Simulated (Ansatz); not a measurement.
Reaction (SMILES): [O+]#[C-]->[Au][Cl] (CAuClO) → [O+]#[C-]->[Au][Cl] (CAuClO) as triplet, charge 0
Structures are relaxed separately at B3LYP-D3(BJ)/def2-TZVP in Ansatz (a program for electronic structure). Frequencies are from Ansatz. [O+]#[C-]->[Au][Cl] (CAuClO) as triplet, charge 0: The spin state was set by rule; other spins were not relaxed. A spin state is the lowest found, not a proven ground state.

Quantity: adiabatic triplet-singlet gap (0 K, with B3LYP-D3(BJ) harmonic zero-point energies), in kcal/mol. Cores are frozen in the correlated levels unless marked. UHF or UKS for open shells. No spin-orbit coupling. The frozen core is the preceding noble-gas configuration, with the filled d and f shells of earlier blocks. Past Kr the def2 sets carry scalar-relativistic core potentials. CBS marks a two-point X^-3 extrapolation of the correlation energy; Hartree-Fock from the larger set. The bracket is a focal-point correction in the basis named.

```tsv
level	program	adiabatic triplet-singlet gap (kcal/mol)
r2SCAN-D4/def2-TZVPD	Ansatz + dftd4	78.5
PBE0-D3(BJ)/def2-TZVPD	Ansatz + dftd3	82.1
BHLYP-D3(BJ)/def2-TZVPD	Ansatz + dftd3	83.4
r2SCAN0/def2-TZVPD	Ansatz	81.3
HSE06-D4/def2-TZVPD	Ansatz + dftd4	82.0
CAM-B3LYP/def2-TZVPD	Ansatz	84.2
RI-MP2/def2-TZVPPD	Ansatz	101.0
```

Task: Predict the RI-MP2/CBS(def2-TZVPP,def2-QZVPP)+[CCSD(T)-MP2]/def2-TZVPP result (Ansatz).

Result: 91.1 kcal/mol
